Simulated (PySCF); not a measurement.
Si(Cl)(Br)2(OH), HBr2ClOSi, SMILES O[Si](Cl)(Br)Br, singlet at its PBE0/def2-SVP optimised geometry (Å):

```
6

O     -1.2405    -1.7397    -1.3545
Si    -0.6536    -1.0299     0.0000
Cl     1.3965    -1.0299     0.0000
Br    -1.3965     1.0299     0.0000
Br    -1.3320    -2.0994     1.8090
H     -1.0732    -2.6811    -1.4746
```

Level of theory: PySCF with PBE0/def2-TZVP.

Map of the log10 of the electron density (e/bohr³), floored at −4 on the plane z = 1.2 Å:

```
|                           |
|        ..                 |
|    ...:::...              |
|   .:::----::.             |
|  .:--=====--:.            |
| .:--==+++==--:.           |
|.::-=++***++=-:.           |
|.:-=++*****++=-:.          |
|.:-=+**###**+=-:..         |
|.:-=+*####**+=-::....      |
|.:-=+*####**+=--:::::..    |
|.:-=+**###**+==------::.   |
|.:-=++*****++========-::.  |
|.:--=++****++===++++==-:.  |
|..:-==++****+++++***++=-:. |
|.::-=++******+++*****+=-:. |
|.:-=++**####*****###**+=-. |
|.:-=+*##%%###****###**+=-. |
|:-=+*#%%%%%%#*****#**++=:. |
|:-=+*#%@@@%%#**+*****+=-:. |
|:-+*#%@@@@@%#*+++++++==-:. |
|:-+*#%@@@@@%#*++=++===-:.  |
|:-+*#%%@@@%%#*+=====--:..  |
|:-=+*#%%@%%#*++=----::..   |
|:-=+**#%%%##*+=-::::..     |
|.:-=+**###**+=-::..        |
| .:-=+++**++=--:.          |
```
Scale: ten equal steps from -4.00 (start of ' ') to -0.495 (end of '@'), in the order ' .:-=+*#%@'; x runs from -3.50 to 3.50, y from -3.50 (bottom) to 3.50 (top).
